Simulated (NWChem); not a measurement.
System: BNH3Cl; SMILES B(Cl)N

The following NWChem deck was run.

```
start job
memory heap 200 mb stack 900 mb global 1100 mb
geometry units angstroms noautosym nocenter noautoz
  B     -0.580015     0.513860     0.000000
  H     -1.761210     0.655510     0.000000
  Cl     0.085264    -1.144140     0.000000
  N      0.283103     1.602320     0.000000
  H     -0.055498     2.554496     0.000000
  H      1.291204     1.516827     0.000000
end
basis spherical
  B library def2-tzvp
  H library def2-tzvp
  Cl library def2-tzvp
  N library def2-tzvp
end
dft
  xc b3lyp
  iterations 150
end
property
  efieldgrad
end
task dft property
```

Coordinates come from a B3LYP/6-31G* (spherical d) optimisation.

Vzz is the largest principal value of the second derivative of the potential at the nucleus (NWChem prints the opposite sign); η is the asymmetry. Non-relativistic.

Atoms are numbered as in the input.

Question: Give the results of this calculation. (B3LYP/def2-TZVP.) Quantities: Vzz B1 (a.u.); η B1; Vzz Cl3 (a.u.); η Cl3; Vzz N4 (a.u.); η N4.

Answer: The vzz B1 (a.u.) is 0.344 and the η B1 is 0.78. The vzz Cl3 (a.u.) is 2.158. The η Cl3 comes out as 0.40, the vzz N4 (a.u.) comes out as -0.578 and the η N4 is 0.68.
